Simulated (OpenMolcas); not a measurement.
# What dynamic correlation does to the levels of Ne V

```json
{
 "Program": "OpenMolcas 26.06",
 "Basis": "ANO-RCC-VTZP [4s3p2d1f]",
 "Scalar Hamiltonian": "DKH2, point nucleus",
 "Active space": "4 electrons in 4 orbitals (2s 2p)",
 "State averaging": "2S+1 = 3 even, 6 roots (3 in the spin-orbit step); 2S+1 = 1 even, 6 roots kept (CI in the orbitals of an earlier block); 2S+1 = 5 odd, 1 root; 2S+1 = 3 odd, 9 roots kept (CI in the orbitals of an earlier block); 2S+1 = 1 odd, 8 roots kept (CI in the orbitals of an earlier block)",
 "Spin-orbit coupling": "RASSI with atomic mean-field integrals over the reference wave functions, term energies averaged over their components"
}
```

Methods on the same reference wave functions:
A. CASSCF
B. SS-CASPT2, IPEA 0.25 Eh, imaginary shift 0.1 Eh (closed shells correlated: 1s)

Energies in cm⁻¹ above 2s² 2p² ³P₀, the measured ground level; measured values from NIST levels in Podobedova, Fuhr, Reader and Wiese, J. Phys. Chem. Ref. Data 33, 525 (2004).

```csv
Level,A,B,Measured
2s² 2p² ³P₀,0.0,0.0,0.0
2s² 2p² ³P₁,388,387,412
2s² 2p² ³P₂,1117,1116,1110
2s² 2p² ¹D₂,32355,30640,30292
2s² 2p² ¹S₀,60384,63790,63914
2s 2p³ ⁵S°₂,76631,86320,
2s 2p³ ³D°₂,179023,175060,175905
2s 2p³ ³D°₁,179026,175060,175927
2s 2p³ ³D°₃,179037,175070,175834
2s 2p³ ³P°₀,211025,208340,208193
2s 2p³ ³P°₁,211031,208340,
2s 2p³ ³P°₂,211040,208350,
2s 2p³ ¹D°₂,287878,272070,270564
2s 2p³ ³S°₁,294297,280990,
2s 2p³ ¹P°₁,319882,305270,
```

Deviations, from unrounded energies. A percentage is the sum of absolute deviations over the sum of measured energies, with the sign that they share, or ± where signs differ.

```csv
Against measurement,Levels,A,B
mean absolute deviation (cm-1),9,3900,510
fine structure of the ground term (%),2,±2.1,±2.0
other terms of the ground configuration (%),2,±5.9,±0.5
other configurations (%),5,+2.9,±0.4
```

B lies closest to measurement on these levels. The largest miss of B in the table is 2s 2p³ ¹D°₂, by +1500 cm-1. The ranking rests on the paired levels alone, and a cruder setting can come out closer through cancelling errors.

From A to B the spin-free energies of the other terms of 2s² 2p² shown, above ³P, scale by factors of 0.95 to 1.06.

The lowest spin-free term lies below A's lowest term by 0.084 hartree in B.

CASPT2 does not keep the components of a term degenerate, so their means are used; among the terms shown or strongly mixed into the levels shown the widest spread is 84 cm-1 (2s 2p³ ¹D°, B). Terms from blocks run as CI alone lack orbitals of their own. Measured partners are found by configuration, term and J. A level has none where our copy of the source lacks it or the pairing is in doubt (some pairs that miss far off the trend of their configuration count as doubtful), and it then counts in no deviation. Levels of configurations outside the active space are missing.

° marks odd parity.
